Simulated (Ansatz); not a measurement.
Ideal-gas functions of `[ZnH][SiH]1[SiH2][Te]1` at 500 K and 1 bar, from an Ansatz frequency run at PBE0-D4/def2-TZVP.

Molar mass 253.19 g/mol, point group C1 (symmetry number 1), electronic degeneracy 1, moments of inertia 203.962, 753.779, 884.101 u Å². Harmonic wavenumbers (cm⁻¹, unscaled): 36, 79, 270, 296, 334, 405, 420, 461, 507, 528, 558, 633, 674, 926, 1881, 2194, 2228, 2247.

Use S(trans) = R[1.5 ln M + 2.5 ln T − 1.1517]; rotational temperatures θ = 24.2544 K / I; S(rot) = R[ln(√π/σ · √(T³/θAθBθC)) + 1.5]; for each mode x = 1.438777 ν̃/T, S = R[x/(eˣ − 1) − ln(1 − e⁻ˣ)] and H = RT x/(eˣ − 1); 1 cm⁻¹ = 0.0119627 kJ/mol; R = 8.31446 J/(mol·K).

**Question.** By hand: the entropy, in J/(mol·K).

**Answer.** Translation 188.6. Rotation: θ = 0.1189, 0.0322, 0.0274 K, giving 132.8. Vibration, mode by mode: 27.17, 20.65, 10.62, 9.90, 8.96, 7.50, 7.23, 6.55, 5.87, 5.59, 5.22, 4.39, 4.00, 2.26, 0.24, 0.11, 0.10, 0.10, in all 126.4. Electronic 0.0. Sum 447.8 J/(mol·K).

**Question.** By hand: H − E and G − E in kJ/mol, counted from the electronic energy.

**Answer.** Zero-point energy ½ × 14677 × 0.0119627 = 87.8; thermal vibration 31.0; translation, rotation and pV give 4 RT = 16.6. H − E = 135.4 kJ/mol, and G − E = 135.4 − 500 × 447.8/1000 = -88.5 kJ/mol.

Vibration gives 28 % of the entropy, 47.8 J/(mol·K) of it from the modes under 150 cm⁻¹: soft modes count most, and the harmonic formula is weakest for them. The sum counts one conformer and one mirror image; others add a mixing term.
